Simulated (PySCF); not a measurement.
Compound: C₈H₈O₂.
Numbering: `[CH:1]#[C:2]/[CH:3]=[CH:4]/[C:5](=[O:6])[C:7](=[CH2:8])[O:9][CH3:10]` (hydrogens: H11 on C1; H12 on C3; H13 on C4; H14, H15 on C8; H16, H17, H18 on C10)

The same species was optimised twice, with GFN2-xTB and with PBE0-D3(BJ)/def2-SVP (PySCF), and the same property calculations (PySCF, gas phase) were run on both structures.

```json
{"coordinate": "C4–C5 (Å)", "GFN2-xTB": "1.467", "PBE0-D3(BJ)/def2-SVP": "1.482", "change": "+0.015"}
{"coordinate": "C2–C3 (Å)", "GFN2-xTB": "1.401", "PBE0-D3(BJ)/def2-SVP": "1.415", "change": "+0.014"}
{"coordinate": "C7–O9 (Å)", "GFN2-xTB": "1.361", "PBE0-D3(BJ)/def2-SVP": "1.347", "change": "-0.014"}
{"coordinate": "C1≡C2 (Å)", "GFN2-xTB": "1.203", "PBE0-D3(BJ)/def2-SVP": "1.215", "change": "+0.012"}
{"coordinate": "O9–C10 (Å)", "GFN2-xTB": "1.408", "PBE0-D3(BJ)/def2-SVP": "1.400", "change": "-0.008"}
{"coordinate": "C7=C8 (Å)", "GFN2-xTB": "1.335", "PBE0-D3(BJ)/def2-SVP": "1.342", "change": "+0.007"}
{"coordinate": "C5–C7 (Å)", "GFN2-xTB": "1.497", "PBE0-D3(BJ)/def2-SVP": "1.504", "change": "+0.007"}
{"coordinate": "C3=C4 (Å)", "GFN2-xTB": "1.342", "PBE0-D3(BJ)/def2-SVP": "1.348", "change": "+0.006"}
{"coordinate": "C5=O6 (Å)", "GFN2-xTB": "1.217", "PBE0-D3(BJ)/def2-SVP": "1.214", "change": "-0.003"}
{"coordinate": "C5–C7–O9 (°)", "GFN2-xTB": "114.1", "PBE0-D3(BJ)/def2-SVP": "113.0", "change": "-1.1"}
{"coordinate": "C3–C4–C5 (°)", "GFN2-xTB": "120.0", "PBE0-D3(BJ)/def2-SVP": "119.0", "change": "-1.0"}
{"coordinate": "C4–C5–C7 (°)", "GFN2-xTB": "116.2", "PBE0-D3(BJ)/def2-SVP": "117.1", "change": "+0.9"}
{"coordinate": "C5–C7–C8 (°)", "GFN2-xTB": "119.2", "PBE0-D3(BJ)/def2-SVP": "119.9", "change": "+0.7"}
{"coordinate": "C4–C5–O6 (°)", "GFN2-xTB": "122.9", "PBE0-D3(BJ)/def2-SVP": "122.2", "change": "-0.7"}
{"coordinate": "C1–C2–C3 (°)", "GFN2-xTB": "179.1", "PBE0-D3(BJ)/def2-SVP": "178.5", "change": "-0.6"}
{"coordinate": "C7–O9–C10 (°)", "GFN2-xTB": "117.3", "PBE0-D3(BJ)/def2-SVP": "117.7", "change": "+0.4"}
{"coordinate": "C8–C7–O9 (°)", "GFN2-xTB": "126.7", "PBE0-D3(BJ)/def2-SVP": "127.0", "change": "+0.3"}
{"coordinate": "C3–C4–C5–O6 (°)", "GFN2-xTB": "0", "PBE0-D3(BJ)/def2-SVP": "-1", "change": "-1"}
{"coordinate": "C4–C5–C7–C8 (°)", "GFN2-xTB": "180", "PBE0-D3(BJ)/def2-SVP": "179", "change": "-1"}
{"coordinate": "C5–C7–O9–C10 (°)", "GFN2-xTB": "180", "PBE0-D3(BJ)/def2-SVP": "179", "change": "-1"}
```

Rotational constants: A = 2634, B = 667.6, C = 534.4 MHz (GFN2-xTB) against A = 2684, B = 655.2, C = 528.4 MHz (PBE0-D3(BJ)/def2-SVP). Point groups within 0.08 Å: Cs and Cs. Atoms that the bonding makes alike are paired by their places after alignment.

On the GFN2-xTB structure: HOMO (eV) -7.13 [PBE0/pcSseg-1]; LUMO (eV) -2.55 [PBE0/pcSseg-1]; dipole (D) 3.32 [PBE0/pcSseg-1]; GIAO shielding of C1 (ppm) 83.9 [PBE0/pcSseg-1]; GIAO shielding of C2 (ppm) 98.9 [PBE0/pcSseg-1]; GIAO shielding of C3 (ppm) 52.3 [PBE0/pcSseg-1]; GIAO shielding of C4 (ppm) 46.2 [PBE0/pcSseg-1]; GIAO shielding of C5 (ppm) -0.7 [PBE0/pcSseg-1]; GIAO shielding of O6 (ppm) -243.6 [PBE0/pcSseg-1]; GIAO shielding of C7 (ppm) 20.5 [PBE0/pcSseg-1]; GIAO shielding of C8 (ppm) 88.6 [PBE0/pcSseg-1].

Problem. What do these properties become on the PBE0-D3(BJ)/def2-SVP structure?

Solution. 
```csv
property,level,on GFN2-xTB,on PBE0-D3(BJ)/def2-SVP,change
HOMO (eV),PBE0/pcSseg-1,-7.13,-7.10,+0.03
LUMO (eV),PBE0/pcSseg-1,-2.55,-2.53,+0.02
dipole (D),PBE0/pcSseg-1,3.32,3.33,+0.01
"energy, GFN2-xTB geometry as zero (kcal/mol)",PBE0/pcSseg-1,0.0,-0.4,-0.4
GIAO shielding of C1 (ppm),PBE0/pcSseg-1,83.9,82.6,-1.3
GIAO shielding of C2 (ppm),PBE0/pcSseg-1,98.9,98.6,-0.3
GIAO shielding of C3 (ppm),PBE0/pcSseg-1,52.3,49.8,-2.5
GIAO shielding of C4 (ppm),PBE0/pcSseg-1,46.2,44.1,-2.1
GIAO shielding of C5 (ppm),PBE0/pcSseg-1,-0.7,-0.9,-0.2
GIAO shielding of O6 (ppm),PBE0/pcSseg-1,-243.6,-240.2,+3.4
GIAO shielding of C7 (ppm),PBE0/pcSseg-1,20.5,20.7,+0.2
GIAO shielding of C8 (ppm),PBE0/pcSseg-1,88.6,88.5,-0.1
```

The heavy atoms differ by 0.031 Å rms after alignment. Among bonds between heavy atoms C2–C3, C4–C5 and C7–O9 change most and about equally (-0.014 to +0.015 Å). Changes are differences of the printed values. Neither structure is proved a minimum here.

The values belong to the conformer `[CH:1]#[C:2]/[CH:3]=[CH:4]/[C:5](=[O:6])[C:7](=[CH2:8])[O:9][CH3:10]`: C3–C4–C5–O6 -1°, C4–C5–C7–C8 179°, C5–C7–O9–C10 179°.
